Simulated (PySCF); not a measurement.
# Unknowns

[PySCF 2.14: coordinates at the GFN2-xTB level; GIAO PBE0/pcSseg-1 shieldings; gas phase; one conformer; no relativistic terms; one averaged value for each set of equivalent atoms]

References, each an isolated molecule treated in the same way: $^{1}$H, $^{13}$C vs TMS. Splittings of carbon signals by F and P are missing where no couplings were computed. Where no couplings were computed, multiplicities follow the n + 1 count of equivalent neighbours, and m marks all less simple cases (inequivalent or close neighbours, rings, F or P nearby). Shifts are as computed. Against solution values, carbons near 30 ppm lie about +3 ppm off and those near 130 ppm about +5 ppm. Of 1211 compounds with measured shifts, 218 miss one by over three times the rms of a fit or turn the order of signals round; such compounds aren't used in these exercises.

**Question.** C5H4F2O. $^{1}$H NMR (400 MHz, computed): δ 7.53 (m, 1H), 7.27 (m, 1H), 6.96 (m, 1H), 6.88 (m, 1H). $^{13}$C{$^{1}$H} NMR (computed): δ 157.0 (C), 147.6 (CH), 118.8 (CH), 118.6 (CH), 115.9 (CH). Identify the compound.

**Answer.** SMILES FC(F)c1ccco1. The formula gives 3 degrees of unsaturation (1 ring in the answer). 5 carbon signals for 5 carbons: no two carbons are equivalent. Carbon types of the structure: 1 × C, 4 × CH, which accounts for all hydrogens. δC 157.0: substituted aromatic carbon next to the ring oxygen. δC 147.6: aromatic CH next to the ring oxygen. δC 118.8, 118.6: aromatic CH. δC 115.9: sp3 CH bonded to 2 F, on an aromatic ring; 2 electronegative neighbours deshield it.

The shifts were computed for this structure.

**Question.** C4H9F3O3Si. $^{1}$H NMR (300 MHz, computed): δ 4.48 (s, 1H), 4.17 (m, 2H), 3.91 (s, 6H). $^{13}$C{$^{1}$H} NMR (computed): δ 133.3 (C), 64.3 (CH2), 52.2 (CH3). What is it?

**Answer.** `O([SiH](OC)OC)CC(F)(F)F`. The formula gives 0 degrees of unsaturation. 3 carbon signals for 4 carbons: some carbons are equivalent by symmetry or fast rotation. Carbon types of the structure: 1 × C, 1 × CH2, 2 × CH3, leaving 1 H on heteroatoms. δC 133.3: CF3 carbon; 3 electronegative neighbours deshield it. δC 64.3: sp3 CH2 bonded to O; deshielded by the electronegative neighbour. δC 52.2: methyl carbon bonded to O; pulled downfield by the heteroatom. δH 3.91: hydrogen on a methyl carbon bonded to O; its carbon carries O, which withdraws density.

This is the structure that produced the data.
